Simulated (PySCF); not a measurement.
Si(Me)(SH)3 (CH6S3Si), SMILES C[Si](S)(S)S.

The structure is a stationary point at r2SCAN-D4/def2-SVP. The values are those of a single conformer.

Two levels are set side by side: PBE/def2-TZVP (PySCF) and ωB97X/def2-TZVP (PySCF). Same geometry, gas phase. Differences are taken from unrounded values.

```csv
quantity,ωB97X
orbital gap (eV),11.67
highest occupied level (eV),-9.75
lowest empty level (eV),1.92
dipole moment (D),1.71
mean polarisability (bohr³),92.4
```

Q: What does PBE give, and how far is it from ωB97X? (The exact figures need the calculation; the answer reports its results.)

A: 
```
quantity                       PBE  PBE minus ωB97X
---------------------------  -----  ---------------
orbital gap (eV)              5.11            -6.56
highest occupied level (eV)  -6.17             3.58
lowest empty level (eV)      -1.06            -2.98
dipole moment (D)             1.59            -0.12
mean polarisability (bohr³)   97.5              5.1
```

Without exact exchange PBE keeps part of each electron's self-repulsion, which lifts occupied levels and narrows the gap. PBE's more diffuse valence density responds more strongly to a field. Differences between two approximate levels are no errors against the true value.

Rough cost on one machine, each run with all the roots and properties that it gave: ωB97X against PBE within a factor of 2.
